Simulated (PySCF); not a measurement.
A structure optimised at PBE-D3(BJ)/def2-SVP, used in a PySCF frequency run:

```
C
H 1 1.1096
H 1 1.1096 2 109.49
C 1 1.5137 2 115.24 3 131.83
C 4 1.3568 1 94.06 2 115.47
C 5 1.5137 4 94.06 1 0.00
H 6 1.1096 5 115.24 4 115.47
H 6 1.1096 7 109.49 5 -131.83
Cl 4 1.7137 5 134.41 6 180.00
Cl 5 1.7137 4 134.41 1 180.00
```

**Question.** Write its SMILES, formula and point group.

**Answer.** ClC1=C(Cl)CC1, C4H4Cl2, C2v

**Question.** What are its rotational constants (standard atomic weights)?

**Answer.** 3.0651, 1.7705, 1.1390 GHz
